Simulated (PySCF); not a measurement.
# SeF4: calculation against experiment

**Measured values to compare with.**

From NIST CCCBDB Release 22 (SRD 101), experimental dipoles, for the gas: dipole moment (microwave Stark effect, vibrational ground state) 1.779 ± 0.057 D.

The runs below try to reproduce these values; the comparison stands at the end.

Species: SeF₄.
Numbering: `[F:1][Se:2]([F:3])([F:4])[F:5]`

Structure used (PBE0-D3(BJ)/def2-SVP), in Å, numbered top down from 1:
```
atom  x, y, z in Å
F1    -0.227    1.738   -0.428
Se2    0.006   -0.023   -0.509
F3     0.239   -1.768   -0.255
F4    -1.306   -0.145    0.583
F5     1.295    0.202    0.593
```

Runs made with PySCF (gas phase, on this PBE0-D3(BJ)/def2-SVP geometry; no spin–orbit coupling):

| level | job | basis functions | wall time |
| --- | --- | --- | --- |
| PBE0-D3(BJ)/def2-SVP, grid level 1 | geometry optimisation from a GFN2-xTB start | 88 | 45 s |

Hardware: an Arm Neoverse V2 with one thread (shared host).

## Comparison

**Dipole moment.** Measured: 1.779 D (NIST CCCBDB Release 22 (SRD 101), experimental dipoles).

```tsv
level	computed (D)	computed − measured (D)	% (from the printed values)
PBE0-D3(BJ)/def2-SVP	1.968	+0.189	+11
```

The computed dipoles belong to one fixed geometry; measured ones are averaged over vibrations unless marked μe. Magnitudes are compared, not signs.

The geometry is computed, not the measured one. Where a level misses, the cause wasn't examined.
